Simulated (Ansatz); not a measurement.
Reaction (redistribution): `[SnH3][SnH3]` + `C/C=[CH]/[AlH2]` → `[AlH2]/[CH]=[CH]/[SnH3]` + `[CH3][SnH3]`

Calculated with Ansatz (gas phase, PBE0-D4/def2-TZVP geometries, no zero-point term in ΔE). CCSD(T)/CBS is the MP2 limit (def2-TZVPP, def2-QZVPP) plus CCSD(T) − MP2 in def2-TZVPP, frozen cores. Double bonds are as drawn, so ΔE can hold a change between cis and trans. Functionals use def2-TZVPP. B3LYP here is the variant with VWN-RPA as its local correlation; programs differ in this. def2 core potentials past Kr. For Sn outer-core shells are correlated without core-valence functions, which leaves a few kJ/mol of doubt a bond.

(1) Is it downhill or uphill in electronic energy at CCSD(T)/CBS, and by how much? (An estimate is asked.)

(2) What do these levels give: r2SCAN-D4, B3LYP-D4, B2PLYP, PBE, r2SCAN, PBE0, B3LYP, HF/def2-TZVPP, HF/def2-QZVPP, MP2/def2-QZVPP, HF/CBS(def2), CCSD/CBS(def2)? (Estimate.)

Largest T1 diagnostic among the species: 0.013.

## Answers

(1) Computed: Uphill: ΔE = +18.7 kcal/mol.

(2) Ansatz gave: r2SCAN-D4 20.9, B3LYP-D4 20.5, B2PLYP 19.6, PBE 21.4, r2SCAN 21.0, PBE0 22.0, B3LYP 21.2, HF/def2-TZVPP 21.5, HF/def2-QZVPP 21.4, MP2/def2-QZVPP 18.2, HF/CBS(def2) 21.4, CCSD/CBS(def2) 19.5 kcal/mol.

In def2-TZVPP, CCSD(T) changes the Hartree–Fock value by −4.4 kcal/mol (the triples alone add −0.8 kcal/mol) and MP2 by −4.2 kcal/mol.
